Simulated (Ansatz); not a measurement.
cis-[VF2(H2O)4]+ (VO₄F₂H₈⁺), relaxed as a triplet with UKS PBE0-D4/def2-SVP in Ansatz, starting from the GFN2-xTB geometry. Force threshold 0.02 eV/Å.

Start:

| atom | x (Å) | y (Å) | z (Å) |
| --- | --- | --- | --- |
| V1 | 0.006 | 0.247 | 0.256 |
| F2 | -0.230 | 1.956 | 0.145 |
| O3 | 0.246 | -1.805 | 0.025 |
| H4 | -0.468 | -2.435 | 0.188 |
| H5 | 1.079 | -2.250 | 0.228 |
| F6 | 0.274 | 0.049 | 1.953 |
| O7 | -0.279 | 0.112 | -1.792 |
| H8 | 0.422 | 0.291 | -2.433 |
| H9 | -1.122 | 0.321 | -2.216 |
| O10 | 2.125 | 0.622 | 0.036 |
| H11 | 2.516 | 0.483 | 0.914 |
| H12 | 2.214 | 1.573 | -0.141 |
| O13 | -2.111 | 0.053 | 0.663 |
| H14 | -2.487 | 0.943 | 0.567 |
| H15 | -2.185 | -0.161 | 1.607 |

Problem. Estimate the energy that the relaxation releases and the steps that it takes.

Solution. 5.9 kcal/mol, in 9 steps; 29 s on 4 threads of Intel Xeon 6975P-C on a shared host. No frequencies were taken in this run, so the end may be a saddle point.

Problem. Does the start keep its bonding and symmetry?

Solution. By distances, no bond broke or formed. The bond that changes most is V1–O7, from 2.07 to 2.14 Å (atoms count from 1).

Problem. Predict the relaxed structure.

Solution. 
| atom | x (Å) | y (Å) | z (Å) |
| --- | --- | --- | --- |
| V1 | 0.002 | 0.306 | 0.321 |
| F2 | -0.343 | 2.015 | 0.045 |
| O3 | 0.291 | -1.794 | -0.006 |
| H4 | -0.413 | -2.321 | -0.409 |
| H5 | 0.571 | -2.262 | 0.794 |
| F6 | 0.370 | -0.050 | 2.010 |
| O7 | -0.311 | 0.044 | -1.785 |
| H8 | 0.438 | -0.246 | -2.325 |
| H9 | -0.670 | 0.835 | -2.213 |
| O10 | 2.012 | 0.759 | -0.067 |
| H11 | 2.636 | 0.505 | 0.628 |
| H12 | 2.091 | 1.722 | -0.156 |
| O13 | -2.011 | -0.034 | 0.794 |
| H14 | -2.589 | 0.724 | 0.622 |
| H15 | -2.075 | -0.203 | 1.747 |
Bond lengths: 4 × O–V 2.10 to 2.14 Å; 2 × F–V 1.76 to 1.77 Å; 8 × H–O 0.97 Å.
